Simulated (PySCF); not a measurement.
Zn(I)(OSiH3) (H₃IOSiZn), SMILES [SiH3][O][Zn][I].

The structure is a stationary point at r2SCAN-D4/def2-SVP. The structure was generated by enumeration; whether it is a known compound was not checked. The def2 effective core potentials stand for the cores of I; spin–orbit coupling is left out. Other conformers were not sampled.

Two levels are set side by side: PBE/def2-TZVP (PySCF) and M06-2X/def2-TZVP (PySCF). Same geometry, gas phase. Differences are taken from unrounded values.

```json
[
 {"quantity": "orbital gap (eV)", "M06-2X": "8.14"},
 {"quantity": "highest occupied level (eV)", "M06-2X": "-9.15"},
 {"quantity": "lowest empty level (eV)", "M06-2X": "-1.01"},
 {"quantity": "dipole moment (D)", "M06-2X": "0.51"},
 {"quantity": "mean polarisability (bohr³)", "M06-2X": "79.9"}
]
```

**Question.** What does PBE give, and how far is it from M06-2X? (The exact figures need the calculation; the answer reports its results.)

**Answer.** 
```tsv
quantity	PBE	PBE minus M06-2X
orbital gap (eV)	4.22	-3.92
highest occupied level (eV)	-6.82	2.33
lowest empty level (eV)	-2.60	-1.58
dipole moment (D)	0.73	0.22
mean polarisability (bohr³)	88.2	8.3
```

PBE's occupied levels lie high since its potential decays too fast outside the molecule; exact exchange lowers them and widens the gap. PBE's more diffuse valence density responds more strongly to a field. Differences between two approximate levels are no errors against the true value.

Rough cost on one machine, each run with all the roots and properties that it gave: M06-2X against PBE about 2 times.
